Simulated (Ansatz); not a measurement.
System: Si2H4F, charge 0, doublet. Si2H4F (SMILES F[SiH2][SiH2], doublet).
B3LYP-D3(BJ)/def2-TZVP minimum from Ansatz (an electronic-structure program):
```xyz
7

Si    -1.5396    -0.0973     0.2337
Si     0.7871    -0.2603     0.1702
F      1.3526     0.7467    -0.9541
H     -2.0757     1.1200     0.8924
H     -2.1847    -1.3093     0.7991
H      1.1770    -1.6383    -0.2047
H      1.4445     0.1148     1.4446
```
Charge 0, spin multiplicity 2.

Total energies in hartree (Ansatz). Radicals and triplets start from unrestricted determinants; spin-orbit coupling is neglected. Cores are frozen in correlated methods. No relativity. Where a partner has so few electrons that a lower coupled-cluster level is exact, that level stands in.

```tsv
species	HF/cc-pV(T+d)Z	CCSD(T)/cc-pV(T+d)Z	HF/cc-pV(Q+d)Z	CCSD(T)/cc-pV(Q+d)Z	CCSD(T)/cc-pV(D+d)Z	CCSDT(Q)/cc-pV(D+d)Z
1: Si2H4F (SMILES F[SiH2][SiH2], doublet)	-679.72288	-680.25628	-679.73986	-680.31258	-680.07607	-680.07796
2: Si (triplet)	-288.85649	-288.93344	-288.85845	-288.93781	-288.91643	-288.91690
3: F (doublet)	-99.40552	-99.62036	-99.41377	-99.65026	-99.52757	-99.52776
4: H (doublet)	-0.49981	-0.49981	-0.49995	-0.49995	-0.49928	-0.49928
```

**Question.** Work out the atomisation energy (electronic, to ground-state atoms) in kcal/mol: take Hartree-Fock from cc-pV(Q+d)Z, extrapolate the CCSD(T) correlation energy as X^-3 (X = 3, 4), and add CCSDT(Q) - CCSD(T) in cc-pV(D+d)Z. 1 hartree = 627.51 kcal/mol.

**Answer.** 
Species 1: correlation (64·(-0.57272) - 27·(-0.53340))/37 = -0.60141; step -0.00189; E1 = -679.73986 + (-0.60141) + (-0.00189) = -680.34316
Species 2: correlation (64·(-0.07936) - 27·(-0.07695))/37 = -0.08112; step -0.00047; E2 = -288.85845 + (-0.08112) + (-0.00047) = -288.94004
Species 3: correlation (64·(-0.23649) - 27·(-0.21484))/37 = -0.25229; step -0.00019; E3 = -99.41377 + (-0.25229) + (-0.00019) = -99.66625
Species 4: correlation (64·(0.00000) - 27·(0.00000))/37 = 0.00000; step +0.00000; E4 = -0.49995 + (0.00000) + (+0.00000) = -0.49995
-1·E1 +2·E2 +1·E3 +4·E4 = 0.79703 hartree = 500.1 kcal/mol.
